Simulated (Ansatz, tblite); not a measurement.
Cost and result up the ladder for SiHMe2(NMe2) (C4H13NSi) (19 atoms). The state is a singlet with charge 0. Geometry: PBE-D4/def2-SVP.

```xyz
19

Si    0.8440    0.3975    0.1414
H     1.8282    0.9658   -0.8537
C     0.2121    1.8323    1.2086
H    -0.2908    2.6012    0.5866
H     1.0467    2.3285    1.7475
H    -0.5186    1.4770    1.9649
C     1.6842   -0.8825    1.2464
H     2.5812   -0.4336    1.7205
H     2.0107   -1.7683    0.6652
H     1.0177   -1.2269    2.0639
N    -0.4056   -0.3837   -0.8204
C    -0.9556    0.2954   -1.9750
C    -1.2546   -1.4331   -0.2986
H    -1.1788   -0.4261   -2.7969
H    -0.2308    1.0353   -2.3734
H    -1.9095    0.8423   -1.7589
H    -0.7641   -1.9576    0.5456
H    -2.2472   -1.0637    0.0676
H    -1.4693   -2.1998   -1.0813
```

Ansatz on 2 threads of AMD EPYC 7R13 on a shared host and a share (18 GiB) of an NVIDIA H100 80GB HBM3; xTB runs through tblite on one thread. Times are rough, summed over both states, and most runs start from the orbitals of an earlier one. PBE0-D4/def2-TZVP serves as the yardstick here, not as an exact answer. Differences are given only for rows in sets of like size (and for xTB, whose basis is part of the method), since another set adds its own error. The other state is a doublet.

The xTB rows come from tblite. Correlated methods freeze 10 core orbitals. The rows differ in basis, and correlated rows in double-zeta sets carry the largest basis error.

Correlated methods converge slowly with the basis, most of all in double-zeta sets.

Raw xTB energies of ions are shifted by several eV.

| level | functions | wall time | vertical IE (eV) | difference from PBE0-D4/def2-TZVP (eV) |
| --- | --- | --- | --- | --- |
| GFN2-xTB | 42 | 0.015 s | 12.40 | 4.49 |
| GFN1-xTB | 55 | 0.021 s | 13.25 | 5.34 |
| HF/def2-TZVP | 270 | 3.4 s | 6.88 | -1.02 |
| PBE-D4/def2-TZVP | 270 | 3.8 s | 7.77 | -0.14 |
| PBE0-D4/def2-TZVP | 270 | 4.3 s | 7.91 | 0.00 |
| CCSD(T)/def2-SVP | 153 | 5.3 s | 7.86 | – |
